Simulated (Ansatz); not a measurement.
Input file for Ansatz (an electronic-structure program): R-PBE0/def2-TZVPP on C3H7B (SMILES BCC=C), a point of a torsion scan.

Ansatz 0.2 input:
```yaml
crystal:
  periodic: [false, false, false]
  atoms:
    - {symbol: B, position_ang: [-1.52914771, 0.96293375, 0.57973786]}
    - {symbol: C, position_ang: [-0.66218766, 0.09401841, -0.39875000]}
    - {symbol: C, position_ang: [0.49135750, -0.68979394, 0.15557992]}
    - {symbol: C, position_ang: [0.54924273, -1.18478082, 1.37767905]}
    - {symbol: H, position_ang: [-1.10215593, 1.33007195, 1.60334995]}
    - {symbol: H, position_ang: [-2.59488492, 1.30701934, 0.24097653]}
    - {symbol: H, position_ang: [-0.27225101, 0.80675082, -1.13816297]}
    - {symbol: H, position_ang: [-1.27904906, -0.59122336, -0.99148329]}
    - {symbol: H, position_ang: [1.31095021, -0.86976208, -0.53093141]}
    - {symbol: H, position_ang: [-0.25023730, -1.03715784, 2.08450920]}
    - {symbol: H, position_ang: [1.39294661, -1.75954450, 1.72128508]}
basis:
  gaussian:
    orbitals: def2-TZVPP
hamiltonian:
  xc: {name: PBE0}
scf: {lower_state_search: off}
```

It printed:

```
WARN ansatz: RAYON_NUM_THREADS=1 ignored (pool sized by the plan → 1); use --threads N
Functional definition: PBE0
these checks for a lower state are left out or cut short: stability, starts, cluster_reference, orbital_swaps, neighbouring_geometries, increment
integrals: 0.11 GiB planned
1122 factors; their error is unknown
mean field: 1.12 GiB planned
mean field evaluation 1: about -3888.6173 eV, gradient 5.6e1 eV
mean field evaluation 2: about -3886.7219 eV, gradient 6.1e1 eV
mean field evaluation 4: about -3896.2880 eV, gradient 4.4e0 eV
mean field evaluation 8: about -3896.3325 eV, gradient 4.3e-2 eV
mean field evaluation 16: about -3896.3228 eV, gradient 2.7e-5 eV
mean field -3896.32276042 eV, -143.1872204230 hartree, gradient 3.4e-6 eV, S^2 0.000000; 0 other end points of the search recorded, 0 dependent functions left out
reference -3896.32279317 eV, -143.1872216266 hartree; 15, 15 occupied and 207, 207 virtual orbitals, 1122 factors
Total energy: -3896.32279317 eV, -143.1872216266 hartree
Checks for a lower state left out: stability, starts, cluster_reference, orbital_swaps, neighbouring_geometries, increment
```

The calculation finished and met its thresholds.

Cost: roughly 2.4 core-seconds.
